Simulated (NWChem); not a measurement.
## Plane-wave run on MgCl2 (fluorite type)

```
MgCl2
1.0
    0.00000     3.01524     3.01524
    3.01524     0.00000     3.01524
    3.01524     3.01524     0.00000
Mg Cl
1 2
Cartesian
  0.00000   0.00000   0.00000
  1.50762   1.50762   1.50762
  4.52286   4.52286   4.52286
```

The numbers come from NWChem runs, not from measurements. Origin of the cell: lattice set by a structure generator, not relaxed at this level; this structure type may not be the compound's usual one.

Norm-conserving pseudopotentials with valence charges Mg 2, Cl 7, fixed occupations, no spin-orbit coupling, density cut at twice the wavefunction cutoff.

Level: LDA (Vosko), Troullier-Martins, cutoff 25 Ha, density from a 4×4×4 mesh. Bands run along Γ–X–U|K–Γ–L–W–X with k in units of the cell's reciprocal vectors.

Problem. Give the band energies at the labelled points, in eV from the valence-band top.

Solution. 
```json
[
 {"point": "Γ", "k": "0.000 0.000 0.000", "band 5": "-3.70", "band 6": "-1.19", "band 7": "-1.19", "band 8": "-1.19", "band 9": "3.58", "band 10": "5.32"},
 {"point": "X", "k": "0.500 0.000 0.500", "band 5": "-4.70", "band 6": "-0.58", "band 7": "-0.58", "band 8": "0.00", "band 9": "3.17", "band 10": "7.03"},
 {"point": "U", "k": "0.625 0.250 0.625", "band 5": "-4.33", "band 6": "-1.38", "band 7": "-1.22", "band 8": "-0.18", "band 9": "4.38", "band 10": "7.68"},
 {"point": "K", "k": "0.375 0.375 0.750", "band 5": "-4.33", "band 6": "-1.38", "band 7": "-1.22", "band 8": "-0.18", "band 9": "4.38", "band 10": "7.68"},
 {"point": "L", "k": "0.500 0.500 0.500", "band 5": "-2.99", "band 6": "-2.99", "band 7": "-2.84", "band 8": "-2.84", "band 9": "6.06", "band 10": "7.77"},
 {"point": "W", "k": "0.500 0.250 0.750", "band 5": "-2.94", "band 6": "-2.94", "band 7": "-0.38", "band 8": "-0.23", "band 9": "5.01", "band 10": "6.19"}
]
```
Bands up to 8 are filled.
